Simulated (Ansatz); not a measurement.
C₄H₁₂Ga₂O, SMILES `[CH3][Ga]([CH3])[O][Ga]([CH3])[CH3]`. Total charge 0; spin multiplicity 1. The geometry is a stationary point of PBE0-D4/def2-TZVP. It is one conformer, not always the lowest.

```xyz
19

C    -2.663   -2.209    0.275
Ga   -0.877   -1.429    0.045
C     0.854   -2.371    0.012
O    -0.854    0.344   -0.177
Ga    0.392    1.624   -0.147
C    -0.190    3.360   -0.855
C     2.156    1.157    0.599
H    -3.428   -1.433    0.233
H    -2.866   -2.947   -0.506
H    -2.738   -2.726    1.235
H     0.733   -3.455    0.051
H     1.466   -2.062    0.863
H     1.408   -2.116   -0.895
H    -1.224    3.306   -1.197
H     0.443    3.669   -1.690
H    -0.113    4.135   -0.087
H     2.823    2.019    0.650
H     2.044    0.746    1.606
H     2.632    0.388   -0.014
```

Task: What is the dipole moment at PBE/def2-TZVPP? (Best estimate.)

Result: Computed: 0.96 D, with components (0.87, -0.35, 0.18) D in this frame, pointing from negative to positive charge.

Task: And with r2SCAN, B3LYP, ωB97M-V? (An estimate is asked.)

Result: Computed: r2SCAN 1.00 D, B3LYP 1.03 D, ωB97M-V 1.04 D.

Task: Give the Mulliken charges with PBE, B3LYP, r2SCAN in def2-TZVPP. (Estimate.)

Result: Computed: 
| atom | PBE | B3LYP | r2SCAN |
| --- | --- | --- | --- |
| C1 | -0.39 | -0.40 | -0.32 |
| Ga2 | 0.37 | 0.47 | 0.47 |
| C3 | -0.40 | -0.42 | -0.35 |
| O4 | -0.34 | -0.43 | -0.45 |
| Ga5 | 0.37 | 0.47 | 0.47 |
| C6 | -0.39 | -0.40 | -0.32 |
| C7 | -0.40 | -0.42 | -0.35 |
| H8 | 0.11 | 0.11 | 0.08 |
| H9 | 0.09 | 0.09 | 0.06 |
| H10 | 0.09 | 0.09 | 0.06 |
| H11 | 0.10 | 0.10 | 0.08 |
| H12 | 0.10 | 0.09 | 0.07 |
| H13 | 0.09 | 0.09 | 0.07 |
| H14 | 0.11 | 0.11 | 0.08 |
| H15 | 0.09 | 0.09 | 0.06 |
| H16 | 0.09 | 0.09 | 0.06 |
| H17 | 0.10 | 0.10 | 0.08 |
| H18 | 0.09 | 0.09 | 0.07 |
| H19 | 0.10 | 0.09 | 0.07 |

B3LYP here is the variant with VWN-RPA as its local correlation; programs differ in this.
